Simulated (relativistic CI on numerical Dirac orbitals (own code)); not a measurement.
How well does a small relativistic CI reproduce Al IV?

Computed by Dirac-Coulomb-Breit CI, separate exchange-only KLI orbitals for each configuration, model QED (radiative potential, 1s self-energy scaled to tabulated hydrogen-like ionisation energies), valence Slater integrals scaled by 0.85, configuration energies shifted to the measured levels that pair with them (semi-empirical) (own radial code, finite nucleus).

CI space (outside the closed core 1s2): 2s²2p⁶, 2s²2p⁵3s, 2s²2p⁵3p, 2s²2p⁵3d, 2s²2p⁵4s, 2s²2p⁵4p, 2s²2p⁵4d, 2s²2p⁵4f, 2s²2p⁴3s², 2s2p⁶3s, 2s²2p⁴3s3p, 2s2p⁶3p, 2s²2p⁴3p², 2s²2p⁴3s3d, 2s2p⁶3d, 2s²2p⁴3p3d. Levels of other configurations are missing.

```tsv
Configuration	Term (tabulated)	J	Measured (cm⁻¹)	Computed	Error	Purity (%)
2s²2p⁶	1S	0	0.0	0	0	100
2s²2p⁵3s	3P°	1	618473.9	618724	250	91
2s²2p⁵3s	1P°	1	624717.5	624467	-250	91
2s²2p⁵3p	3S	1	671632.5	671319	-314	98
2s²2p⁵3p	1S	0	714096.9	714411	314	95
2s²2p⁵3d	3P°	0	759193.4	759333	140	100
2s²2p⁵3d	3P°	1	759596.8	759726	130	98
2s²2p⁵3d	3P°	2	760472.3	760567	95	93
2s²2p⁵3d	3F°	4	761688.4	761678	-10	100
2s²2p⁵3d	3F°	3	762272.5	762282	10	74
2s²2p⁵3d	3F°	2	763613.6	763503	-111	74
2s²2p⁵3d	3D°	1	766880.8	766509	-371	89
2s²2p⁵3d	3D°	3	767345.5	766980	-365	63
2s²2p⁵3d	3D°	2	767750.6	767300	-450	60
2s²2p⁵3d	1P°	1	770836.9	771327	490	88
```

Measured levels from NIST levels in Kelleher and Podobedova, J. Phys. Chem. Ref. Data 37, 709 (2008); Martin and Zalubas, J. Phys. Chem. Ref. Data 8, 817 (1979); pairs were made by configuration, J and term (by order where the table uses no LS term), so strongly mixed levels may be paired wrongly.

Mean error by configuration (cm⁻¹): 2s²2p⁵3s 0; 2s²2p⁵3p 0; 2s²2p⁵3d -44. Over the excited levels the mean absolute error is 236 cm⁻¹ (14 of the 16 excited levels that our extract of the source holds in range could be paired, and the others can miss by more), and the median relative error of those above 1,000 cm⁻¹ is 0.04 %, both after the shifts were fitted to these levels, so that a configuration with one level shows no error.

Configurations whose levels could be paired with our table of measured levels were shifted onto them, all but the ground configuration, by the median error of their levels; single terms can still be off by 1,000 to 2,000 cm⁻¹ or more, and rates follow the energies as ν³ (E1, M1) or ν⁵ (E2). The others borrow a shift and can be off by several thousand cm⁻¹ or more. The fine structure of a lone outer electron comes out too small, for d and f at times inverted, and misplaced configurations move strength between like terms. 14 of the 16 excited levels that our extract of the measured tables holds in this range could be paired (the sources list more); they are missed by 236 cm⁻¹ on average and 490 at most, after the shifts were fitted to these levels, and levels without a partner can miss by more.

Shifts applied (cm⁻¹): 2s²2p⁶ 0; 2s²2p⁵3s 2067; 2s²2p⁵3p -416; 2s²2p⁵3d 2204.
